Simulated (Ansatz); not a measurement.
GaH7OSi (`[SiH3][OH+][GaH3-]`) from Hartree–Fock to CCSD(T)

Cartesian coordinates in Å:
```
Si 0.3682 1.4956 -0.0567
O -0.1019 0.1242 0.8032
Ga -0.2297 -1.7636 -0.2716
H 0.3754 2.6235 0.9087
H -0.5880 1.7740 -1.1515
H 1.7220 1.2076 -0.5657
H -0.8082 0.2218 1.4464
H 0.8481 -2.5981 0.5104
H 0.1765 -1.0822 -1.6413
H -1.7624 -2.0029 0.0181
```

The species carries charge 0 and has multiplicity 1. Correlated methods include outer-core shells of Ga, which these sets cover unevenly. Scalar relativity is left out up to krypton. The geometry is a stationary point of PBE0-D4/def2-TZVP. Frozen core, restricted reference, Ansatz 0.2.0.

| basis | HF (Eh) | MP2 corr. |
| --- | --- | --- |
| def2-SVP | -2290.73643 | -0.52813 |
| def2-TZVPP | -2291.18844 | -0.62871 |
| def2-QZVPP | -2291.24253 | -0.90595 |

Question: Estimate the CCSD correlation energy and the (T) correction in each basis where they were run (hartree).

Answer: 
```csv
basis,CCSD corr.,(T)
def2-SVP,-0.56318,-0.01346
def2-TZVPP,-0.66469,-0.02153
```
